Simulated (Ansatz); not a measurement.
H4OSi2, SMILES `O[Si][SiH3]` (excited triplet; H–O–Si–Si torsion 98°) (charge 0, multiplicity 3). This triplet is an excited state, 1.20 eV above the relaxed singlet at the level frozen-core CCSD(T)/cc-pVTZ // PBE0-D3(BJ)/def2-TZVP (Ansatz, a program for electronic structure).

Computed with frozen-core CCSD(T)/6-31g // PBE0-D3(BJ)/def2-TZVP (Ansatz).

Ansatz 0.2 input:
```yaml
crystal:
  periodic: [false, false, false]
  atoms:
    - { symbol: O, position_ang: [2.207668, -0.631043, -0.179001] }
    - { symbol: Si, position_ang: [0.950258, -0.376507, 0.87191] }
    - { symbol: Si, position_ang: [-1.144663, 0.143056, -0.019973] }
    - { symbol: H, position_ang: [2.808698, 0.101819, -0.330621] }
    - { symbol: H, position_ang: [-1.142677, 1.429134, -0.772269] }
    - { symbol: H, position_ang: [-1.651259, -0.927263, -0.92197] }
    - { symbol: H, position_ang: [-2.028024, 0.260804, 1.168763] }
basis:
  gaussian: { orbitals: "6-31g" }
correlation:
  method: ccsd_t
magnetization:
  spin_polarized: true
  initial_magnetization: 2
```

Output:

```
Functional definition: HF
483 factors; integrals over basis functions are off by at most 2.5e-4 eV
mean field evaluation 1: about -17817.3976 eV, gradient 2.2e1 eV
mean field evaluation 2: about -17817.4066 eV, gradient 2.2e1 eV
mean field evaluation 4: about -17819.8054 eV, gradient 2.3e0 eV
mean field evaluation 8: about -17819.9324 eV, gradient 1.6e-1 eV
mean field evaluation 16: about -17818.9772 eV, gradient 1.4e1 eV
mean field evaluation 32: about -17815.7758 eV, gradient 5.3e-2 eV
mean field -17819.93323771 eV, -654.8704677012 hartree, gradient 2.9e-6 eV, S^2 2.006206; 0 other end points of the search recorded, 0 dependent functions left out
11 core orbitals not correlated
reference -17819.93323771 eV, -654.8704677012 hartree; 10, 8 occupied and 22, 24 virtual orbitals, 483 factors
second order -5.67627559 eV of doubles, -0.00000000 eV of singles
cycle   1  -6.05415943 eV  change   -3.8e-1 eV  update   8.7e-2
cycle   2  -6.35415252 eV  change   -3.0e-1 eV  update   3.1e-2
cycle   3  -6.45096483 eV  change   -9.7e-2 eV  update   1.8e-2
cycle   4  -6.45130066 eV  change   -3.4e-4 eV  update   5.9e-3
cycle   5  -6.45050448 eV  change    8.0e-4 eV  update   2.9e-3
cycle   6  -6.45081767 eV  change   -3.1e-4 eV  update   1.2e-3
cycle   7  -6.45065945 eV  change    1.6e-4 eV  update   4.2e-4
cycle   8  -6.45074174 eV  change   -8.2e-5 eV  update   1.7e-4
cycle   9  -6.45080361 eV  change   -6.2e-5 eV  update   6.6e-5
cycle  10  -6.45078239 eV  change    2.1e-5 eV  update   2.8e-5
cycle  11  -6.45078765 eV  change   -5.3e-6 eV  update   1.1e-5
perturbative correction -0.11144135 eV, -0.0040953940 hartree
Total energy: -17826.49546670 eV, -655.1116251687 hartree
```
